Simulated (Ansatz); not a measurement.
A further run on HgBr2⁻.

```yaml
crystal:
  periodic: [false, false, false]
  atoms:
    - {symbol: Hg, position_ang: [-0.324848, -0.565661, -0.150643]}
    - {symbol: Br, position_ang: [-1.894789, 1.138424, 1.298753]}
    - {symbol: Br, position_ang: [2.219636, -0.572763, -1.148100]}
basis:
  gaussian: {orbitals: def2-mTZVP}
total_charge: -1
magnetization: {spin_polarized: true, initial_magnetization: 1}
hamiltonian: {xc: {name: PBE0-DH}}
scf: {omitted_lower_state_checks: [starts]}
```

```sh
$ ansatz run in.yaml --threads 4 --pin off --events-out ev --progress --plain --max-ram 3916MiB
```

Output, abridged:

```
Functional definition: PBE0-DH
1043 factors; integrals over basis functions are off by at most 1.6e-4 eV
mean field evaluation 1: about -144245.7449 eV, gradient 1.1e1 eV
mean field evaluation 2: about -144245.8203 eV, gradient 1.1e1 eV
mean field evaluation 4: about -144246.3978 eV, gradient 1.4e0 eV
mean field evaluation 8: about -144246.4121 eV, gradient 6.2e-2 eV
mean field evaluation 16: about -144246.4122 eV, gradient 1.3e-4 eV
mean field -144246.41221434 eV, -5300.9578751470 hartree, gradient 3.2e-6 eV, S^2 0.757696; 0 other end points of the search recorded, 0 dependent functions left out
18 core orbitals not correlated: weight in the atoms' cores, before any rotation towards them, 1.000 or more for the frozen orbitals, at most 0.000 for the correlated occupied ones
reference -144246.41223360 eV, -5300.9578758551 hartree; 28, 27 occupied and 62, 63 virtual orbitals, 1043 factors
second order -20.39578889 eV of doubles, -0.00000000 eV of singles
Total energy: -144248.96170722 eV, -5301.0515672822 hartree
Checks for a lower state left out: starts
```

Run time 3.8 s (4 threads of Arm Neoverse V1 on a shared host).

In the def2 sets Hg takes a core potential; there is no spin–orbit coupling. Correlated methods freeze 18 core orbitals; core or outer-core shells of Hg, Br are correlated, in sets that lack core-valence functions. The highest occupied level of an anion often lies above zero with these methods, and sets without diffuse functions describe the outer electron poorly.
